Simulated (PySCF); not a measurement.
Stationary points of Nb₃N

All numbers come from B3LYP in PySCF with N def2-SVP, Nb def2-SVP with ECP28; scalar-relativistic core potentials, no spin–orbit coupling; density-fitted integrals.

Relaxations began from a few typed shapes. The search is not exhaustive: other isomers or separated fragments can lie lower, and high-lying points may rest on an excited occupation.

```csv
spin,group,bonds,angles,imaginary modes (cm⁻¹),ΔE (kJ/mol),ΔE with ZPE (kJ/mol)
singlet,Cs,"Nb–Nb 2.342 Å (×2), Nb–Nb 2.529 Å, N–Nb 1.920 Å (×2), N–Nb 2.573 Å","Nb–Nb–Nb 57.3° (×2), Nb–Nb–Nb 65.4°, Nb–N–Nb 60.8° (×2), Nb–N–Nb 82.4°, N–Nb–Nb 45.7° (×2)",none,0.0,0.0
singlet,C2v,"Nb–Nb 2.357 Å (×2), N–Nb 1.886 Å (×2), N–Nb 2.126 Å","Nb–Nb–Nb 98.9°, Nb–N–Nb 71.6° (×2), Nb–N–Nb 143.3°, N–Nb–Nb 49.4° (×2), N–Nb–Nb 58.9° (×2)",64i,89.6,–
singlet,C3v,"Nb–Nb 2.475 Å (×3), N–Nb 1.998 Å (×3)","Nb–Nb–Nb 60.0° (×3), Nb–N–Nb 76.5° (×3), N–Nb–Nb 51.7° (×6)","379i, 379i",126.9,–
```

The lowest minimum found is the singlet Cs: Nb–Nb 2.342 Å (×2), Nb–Nb 2.529 Å, N–Nb 1.920 Å (×2), N–Nb 2.573 Å; Nb–Nb–Nb 57.3° (×2), Nb–Nb–Nb 65.4°, Nb–N–Nb 60.8° (×2), Nb–N–Nb 82.4°, N–Nb–Nb 45.7° (×2).

For the lowest minimum: stability towards spin polarisation was not tested.
